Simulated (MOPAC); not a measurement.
MOPAC input (PM6):

```
PM6 PRECISE GNORM=0.05 LET XYZ GEO-OK AUX(PRECISION=9) THREADS=1
CH5BS2

C    -1.82147200 1   -0.16160200 1   -0.53081100 1
B    -0.32083800 1   -0.03177700 1   -0.09359200 1
S     0.48337100 1    1.56351300 1    0.18369700 1
S     0.63554100 1   -1.54406000 1    0.14012700 1
H    -2.14879700 1   -1.19477400 1   -0.65448500 1
H    -1.98952400 1    0.35969500 1   -1.47758600 1
H    -2.47603900 1    0.31226200 1    0.20632400 1
H    -0.57154300 1    2.34753000 1   -0.09900400 1
H     1.81633400 1   -1.00746400 1    0.49639600 1
```

Output:

```
 *******************************************************************************
 **                                                                           **
 **                              MOPAC v23.2.5                                **
 **                                                                           **
 *******************************************************************************
 ** MOPAC's Digital Object Identifier: https://doi.org/10.5281/zenodo.6511958 **
 **                                                                           **
 ** Please cite the open-source release paper for use of this MOPAC version:  **
 ** J. E. Moussa and J. J. P. Stewart (2026)                                  **
 ** MOPAC: An open-source semiempirical molecular orbital program             **
 ** J. Open Source Softw., 11(119), 8025, https://doi.org/10.21105/joss.08025 **
 *******************************************************************************

                              PM6 CALCULATION RESULTS

 *******************************************************************************
 *  PM6        - The PM6 Hamiltonian to be used
 *  GEO-OK     - OVERRIDE INTERATOMIC DISTANCE AND OTHER SAFETY CHECKS
 *  LET        - OVERRIDE SOME SAFETY CHECKS
 *  PRECISE    - TIGHTER CRITERIA TO BE USED
 *  XYZ        - CARTESIAN COORDINATE SYSTEM TO BE USED
 *  GNORM      - EXIT WHEN GRADIENT NORM DROPS BELOW 0.050
 *  AUX        - OUTPUT AUXILIARY INFORMATION
 *******************************************************************************
PM6 PRECISE GNORM=0.05 LET XYZ GEO-OK AUX(PRECISION=9) THREADS=1
 CH5BS2

   ATOM   CHEMICAL          X               Y               Z
  NUMBER   SYMBOL      (ANGSTROMS)     (ANGSTROMS)     (ANGSTROMS)

     1       C         -1.82147200  *  -0.16160200  *  -0.53081100  *
     2       B         -0.32083800  *  -0.03177700  *  -0.09359200  *
     3       S          0.48337100  *   1.56351300  *   0.18369700  *
     4       S          0.63554100  *  -1.54406000  *   0.14012700  *
     5       H         -2.14879700  *  -1.19477400  *  -0.65448500  *
     6       H         -1.98952400  *   0.35969500  *  -1.47758600  *
     7       H         -2.47603900  *   0.31226200  *   0.20632400  *
     8       H         -0.57154300  *   2.34753000  *  -0.09900400  *
     9       H          1.81633400  *  -1.00746400  *   0.49639600  *

          CARTESIAN COORDINATES

    NO.       ATOM           X           Y           Z

     1         C         -1.8215     -0.1616     -0.5308
     2         B         -0.3208     -0.0318     -0.0936
     3         S          0.4834      1.5635      0.1837
     4         S          0.6355     -1.5441      0.1401
     5         H         -2.1488     -1.1948     -0.6545
     6         H         -1.9895      0.3597     -1.4776
     7         H         -2.4760      0.3123      0.2063
     8         H         -0.5715      2.3475     -0.0990
     9         H          1.8163     -1.0075      0.4964

 General Reference for PM6:
 "Optimization of Parameters for Semiempirical Methods V: Modification of NDDO Approximations
 and Application to 70 Elements", J. J. P. Stewart, J. Mol. Mod., 13, 1173-1213 (2007)
 URL: https://link.springer.com/article/10.1007/s00894-007-0233-4

           Empirical Formula: C H5 B S2  =     9 atoms

      MOLECULAR POINT GROUP   :   Cs

      RHF CALCULATION, NO. OF DOUBLY OCCUPIED LEVELS = 12

          Geometry optimization using EF

          DIAGONAL MATRIX USED AS START HESSIAN

 CYCLE:     1  GRAD.:    21.745 HEAT: -37.09478
 CYCLE:     2  GRAD.:    72.953 HEAT: -35.20060
 CYCLE:     3  GRAD.:    16.311 HEAT: -37.44522
 CYCLE:     4  GRAD.:    44.607 HEAT: -36.52300
 CYCLE:     5  GRAD.:    13.573 HEAT: -37.52039
 CYCLE:     6  GRAD.:    31.482 HEAT: -37.07786
 CYCLE:     7  GRAD.:    14.215 HEAT: -37.55237
 CYCLE:     8  GRAD.:    37.986 HEAT: -36.84474
 CYCLE:     9  GRAD.:    15.476 HEAT: -37.55684
 CYCLE:    10  GRAD.:    58.498 HEAT: -36.05382
 CYCLE:    11  GRAD.:    11.078 HEAT: -37.61257
 CYCLE:    12  GRAD.:    46.345 HEAT: -36.68719
 CYCLE:    13  GRAD.:     0.994 HEAT: -37.66404
 CYCLE:    14  GRAD.:     1.834 HEAT: -37.66496
 CYCLE:    15  GRAD.:     0.906 HEAT: -37.66954
 CYCLE:    16  GRAD.:     0.682 HEAT: -37.67378
 CYCLE:    17  GRAD.:     0.320 HEAT: -37.67451
 CYCLE:    18  GRAD.:     0.164 HEAT: -37.67472
 CYCLE:    19  GRAD.:     0.321 HEAT: -37.67472
 CYCLE:    20  GRAD.:     0.086 HEAT: -37.67476
 CYCLE:    21  GRAD.:     0.014 HEAT: -37.67477

     GRADIENT =  0.01391 IS LESS THAN CUTOFF =  0.05000

 -------------------------------------------------------------------------------
 PM6 PRECISE GNORM=0.05 LET XYZ GEO-OK AUX(PRECISION=9) THREADS=1
 CH5BS2

     GEOMETRY OPTIMISED USING EIGENVECTOR FOLLOWING (EF).
     SCF FIELD WAS ACHIEVED

                              PM6 CALCULATION
                                                       MOPAC v23.2.5 Linux

          FINAL HEAT OF FORMATION =        -37.67477 KCAL/MOL =    -157.63124 KJ/MOL

          COSMO AREA              =        124.64 SQUARE ANGSTROMS
          COSMO VOLUME            =        114.63 CUBIC ANGSTROMS

          GRADIENT NORM           =          0.01391          =       0.00464 PER ATOM
          IONIZATION POTENTIAL    =          9.196636 EV
          HOMO LUMO ENERGIES (EV) =         -9.197 -0.463
          NO. OF FILLED LEVELS    =         12
          MOLECULAR WEIGHT        =         91.9805         POINT GROUP:  Cs

          MOLECULAR DIMENSIONS (Angstroms)

            Atom       Atom       Distance
            H     9    H     6     4.52317
            H     8    H     5     3.95476
            H     9    H     7     1.74016

          SCF CALCULATIONS        =         22

   ATOM   CHEMICAL          X               Y               Z
  NUMBER   SYMBOL      (ANGSTROMS)     (ANGSTROMS)     (ANGSTROMS)

     1       C         -1.80932004  *  -0.16206544  *  -0.52731191  *
     2       B         -0.31738393  *  -0.03209153  *  -0.09260161  *
     3       S          0.46819239  *   1.55572386  *   0.17909196  *
     4       S          0.62246147  *  -1.52791491  *   0.13680242  *
     5       H         -2.12024113  *  -1.20471899  *  -0.64651535  *
     6       H         -1.97234721  *   0.34305996  *  -1.48438247  *
     7       H         -2.46487669  *   0.29503886  *   0.22035007  *
     8       H         -0.54490107  *   2.40726968  *  -0.08962422  *
     9       H          1.83890934  *  -1.06789749  *   0.50121677  *

                             CARTESIAN COORDINATES

   1    C       -1.809320036    -0.162065435    -0.527311908
   2    B       -0.317383928    -0.032091531    -0.092601609
   3    S        0.468192388     1.555723856     0.179091964
   4    S        0.622461472    -1.527914914     0.136802417
   5    H       -2.120241129    -1.204718988    -0.646515353
   6    H       -1.972347212     0.343059958    -1.484382466
   7    H       -2.464876691     0.295038864     0.220350070
   8    H       -0.544901071     2.407269682    -0.089624216
   9    H        1.838909339    -1.067897486     0.501216768

           Empirical Formula: C H5 B S2  =     9 atoms

      MOLECULAR POINT GROUP   :   Cs

                  EIGENVALUES
 -30.19403 -29.17282 -25.01218 -16.03195 -14.75322 -14.26725 -13.92765 -12.52796
 -10.91392 -10.27786 -10.26732  -9.19664  -0.46303  -0.10395   0.38081   0.67337
   0.97323   1.85735   1.98315   2.00336   2.02751   2.02819   2.08535   2.35648
   2.78123   3.27484   3.66559   3.96593   5.54577   5.62040   6.67943

              NET ATOMIC CHARGES AND DIPOLE CONTRIBUTIONS

  ATOM NO.   TYPE          CHARGE      No. of ELECS.   s-Pop       p-Pop       d-Pop
    1          C          -0.594376        4.5944     1.09262     3.50176
    2          B           0.290008        2.7100     1.03031     1.67969
    3          S          -0.328712        6.3287     1.91276     4.29392     0.12204
    4          S          -0.281056        6.2811     1.90883     4.24823     0.12400
    5          H           0.176177        0.8238     0.82382
    6          H           0.174067        0.8259     0.82593
    7          H           0.174066        0.8259     0.82593
    8          H           0.194421        0.8056     0.80558
    9          H           0.195405        0.8046     0.80459
 DIPOLE           X         Y         Z       TOTAL
 POINT-CHG.    -1.143     0.784    -0.308     1.420
 HYBRID        -0.030     0.029    -0.008     0.043
 SUM           -1.173     0.813    -0.316     1.462

          ATOMIC ORBITAL ELECTRON POPULATIONS

     Atom    s        px        py        pz      x^2-y^2     xz        z^2       yz        xy
    1  C   1.09262   1.13798   1.19498   1.16880
    2  B   1.03031   0.69769   0.62922   0.35278
    3  S   1.91276   1.34853   1.12554   1.81985   0.01046   0.00835   0.02632   0.00839   0.06851
    4  S   1.90883   1.14280   1.31671   1.78873   0.04042   0.01596   0.02243   0.00835   0.03683
    5  H   0.82382
    6  H   0.82593
    7  H   0.82593
    8  H   0.80558
    9  H   0.80459

 **********************
 *                    *
 * JOB ENDED NORMALLY *
 *                    *
 **********************

 == MOPAC DONE ==
```

The geometry given is a B3LYP-D3(BJ)/def2-TZVP minimum.
